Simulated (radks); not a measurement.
The numbers below are computed, except where a source is named.
Task: Isoelectronic series with 11 electrons, each ion in its NIST ground configuration. Code: a radial shooting solver on a logarithmic mesh with Libxc functionals. Model: scalar-relativistic Kohn-Sham, PBE, spin-polarised, spherical densities, finite nucleus; open shells are filled with parallel spins first; Fermi nuclear charge, rms radius of each element as measured or else 0.836 A^(1/3) + 0.57 fm. Total energies (hartree) and mean radii <r> (bohr):

ion   configuration  E (hartree)  3s up  2p down   2p up  2s down
Mg+        [Ne] 3s1   -199.99959  2.768   0.6865  0.6887   0.6961
Al2+       [Ne] 3s1   -241.78221  2.192   0.6000  0.6016   0.6244
Si3+       [Ne] 3s1   -287.73516  1.839   0.5335  0.5347   0.5656
P4+        [Ne] 3s1   -337.85879  1.593   0.4806  0.4815   0.5168
S5+        [Ne] 3s1   -392.15688  1.410   0.4374  0.4382   0.4756
Cl6+       [Ne] 3s1   -450.63524  1.267   0.4014  0.4021   0.4403
K8+        [Ne] 3s1   -580.16280  1.056   0.3449  0.3453   0.3833

Estimate the row of Ar7+ ([Ne] 3s1).

Result: E (hartree) -513.30110; 3s up 1.151; 2p down 0.3710; 2p up 0.3715; 2s down 0.4099.
